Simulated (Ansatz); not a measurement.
Two members of one family (Series SnEt3X), computed with Ansatz in the gas phase; def2 core potentials for Sn, no spin–orbit coupling. Binding counts from free atoms in the multiplicity of their measured ground term, without zero-point energy. The structures are stationary points that may keep the symmetry of their start.

First: SnEt3(SiMe3) (singlet, charge 0, PBE-D4/def2-SVP geometry).

```tsv
atom	x (Å)	y (Å)	z (Å)
Sn1	0.210	0.639	0.035
C2	0.237	1.615	2.005
C3	0.659	0.673	3.135
H4	-0.778	2.027	2.185
H5	0.922	2.486	1.932
H6	0.673	1.182	4.125
H7	-0.028	-0.194	3.229
H8	1.677	0.260	2.972
C9	2.276	0.052	-0.440
C10	2.411	-0.608	-1.815
H11	2.622	-0.629	0.367
H12	2.904	0.966	-0.370
H13	3.460	-0.898	-2.044
H14	1.798	-1.531	-1.891
H15	2.078	0.066	-2.631
C16	-0.368	2.124	-1.482
C17	0.626	3.282	-1.589
H18	-1.386	2.486	-1.225
H19	-0.463	1.584	-2.447
H20	0.326	4.023	-2.363
H21	0.720	3.837	-0.632
H22	1.643	2.930	-1.857
Si23	-1.313	-1.466	0.053
C24	-1.892	-1.870	-1.712
C25	-0.326	-2.940	0.738
C26	-2.832	-1.166	1.157
H27	-2.544	-2.769	-1.716
H28	-1.030	-2.070	-2.382
H29	-2.469	-1.028	-2.147
H30	0.573	-3.142	0.121
H31	0.015	-2.747	1.777
H32	-0.947	-3.861	0.749
H33	-2.529	-0.923	2.197
H34	-3.445	-0.323	0.778
H35	-3.478	-2.069	1.192
```

```csv
level,HOMO (eV),LUMO (eV),gap (eV),binding per atom (eV)
PBE-D4/def2-SVP,-5.43,0.01,5.43,3.99
PBE-D4/def2-TZVP,-5.50,-0.33,5.17,3.97
r2SCAN-D4/def2-TZVP,-5.70,-0.04,5.66,3.92
PBE0-D4/def2-SVP,-6.50,0.76,7.26,3.96
PBE0-D4/def2-TZVP,-6.52,0.42,6.94,3.93
```

Second: SnEt3(OSiMe3) (singlet, charge 0, PBE-D4/def2-SVP geometry).

```tsv
atom	x (Å)	y (Å)	z (Å)
Sn1	0.182	0.340	0.829
C2	1.375	-0.574	2.407
C3	1.250	-2.100	2.382
H4	1.056	-0.146	3.382
H5	2.424	-0.247	2.241
H6	1.904	-2.581	3.141
H7	0.210	-2.430	2.592
H8	1.528	-2.509	1.389
C9	0.691	2.427	0.413
C10	0.757	3.292	1.675
H11	-0.069	2.806	-0.302
H12	1.660	2.411	-0.128
H13	1.025	4.345	1.440
H14	-0.214	3.323	2.214
H15	1.516	2.920	2.394
C16	-1.959	-0.008	1.138
C17	-2.425	0.346	2.554
H18	-2.138	-1.077	0.903
H19	-2.501	0.583	0.370
H20	-3.509	0.148	2.694
H21	-1.887	-0.242	3.326
H22	-2.261	1.418	2.792
O23	0.757	-0.762	-0.772
Si24	0.242	-0.849	-2.362
C25	-1.605	-1.268	-2.454
C26	1.245	-2.216	-3.192
C27	0.541	0.799	-3.249
H28	-1.936	-1.397	-3.506
H29	-2.229	-0.467	-2.004
H30	-1.824	-2.211	-1.911
H31	1.081	-3.188	-2.681
H32	0.964	-2.338	-4.260
H33	2.330	-1.990	-3.146
H34	-0.048	1.620	-2.790
H35	1.612	1.083	-3.198
H36	0.255	0.741	-4.321
```

Problem. What does the change do? Estimate second minus first.

Solution. 
```
              level  Δ HOMO (eV)  Δ LUMO (eV)  Δ gap (eV)  Δ binding per atom (eV)
    PBE-D4/def2-SVP        -0.21        -0.39       -0.18                     0.07
   PBE-D4/def2-TZVP        -0.28        -0.39       -0.11                     0.07
r2SCAN-D4/def2-TZVP        -0.34        -0.32        0.02                     0.07
   PBE0-D4/def2-SVP        -0.49        -0.23        0.26                     0.06
  PBE0-D4/def2-TZVP        -0.52        -0.27        0.25                     0.06
```
